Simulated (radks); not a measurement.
The numbers below are computed, except where a source is named.
All-electron atom: the ruthenium ion Ru2+ in [Kr] 4d6. Level of theory: scalar-relativistic Kohn-Sham, LDA (Slater exchange, VWN5 correlation), spin-polarised, spherical densities, finite nucleus; open shells are filled with parallel spins first (spin-orbit coupling, left out, can overturn this in heavy ions); Fermi nuclear charge, rms radius 4.4809 fm (a radial shooting solver on a logarithmic mesh with Libxc functionals). Some entries of the table are withheld. Estimate them.

orbital  occ.  eigenvalue (eV)  <1/r> (bohr^-1)
1s up       1        -21927.81            45.82
1s down     1        -21927.80            45.82
2s up       1        -3171.121            10.36
2s down     1        -3170.547            10.36
2p up       3        -2844.268            10.05
2p down     3        -2843.818            10.05
3s up       1        -574.6292            3.589
3s down     1        -574.2217            3.589
3p up       3        -467.2461            3.419
3p down     3        -466.8024            3.420
3d up       5        -293.9069              (1)
3d down     5        -293.3138              (2)
4s up       1         -97.5985            1.351
4s down     1         -95.0184            1.356
4p up       3         -67.6111              (3)
4p down     3         -64.9139              (4)
4d up       5         -25.4225              (5)
4d down     1         -22.7759              (6)

Answer. 
(1) 3d up <1/r> (bohr^-1): 3.193
(2) 3d down <1/r> (bohr^-1): 3.194
(3) 4p up <1/r> (bohr^-1): 1.206
(4) 4p down <1/r> (bohr^-1): 1.211
(5) 4d up <1/r> (bohr^-1): 0.8775
(6) 4d down <1/r> (bohr^-1): 0.8676
